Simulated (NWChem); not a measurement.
System: C3H3Br; SMILES C(=C)=CBr

```xyz
7

C      0.4338     2.8918     0.0000
C     -0.1870     1.7305     0.0000
C     -0.8109     0.5746     0.0000
Br     0.1110    -1.0986     0.0000
H      0.7037     3.4000    -0.9425
H      0.7037     3.4000     0.9425
H     -1.9065     0.4679     0.0000
```
Atoms are numbered in this order, from 1.

Structure relaxed at the PBE-D3(BJ)/def2-SVP level.

Symmetry labels are those of Cs in the frame above (b1 and b2, or b-type labels, depend on it).

List the 4 lowest vertical singlet excitations from PBE/6-31G* (spherical d), TDA (NWChem).


| state | energy (eV) | oscillator strength | symmetry | leading excitation (squared amplitude) |
|---|---|---|---|---|
| S1 | 4.26 | 0.000 | a" | HOMO → LUMO (0.99) |
| S2 | 5.21 | 0.002 | a' | HOMO−2 → LUMO (0.55) |
| S3 | 5.88 | 0.000 | a' | HOMO → LUMO+1 (0.41) |
| S4 | 5.99 | 0.000 | a" | HOMO−1 → LUMO+1 (0.95) |
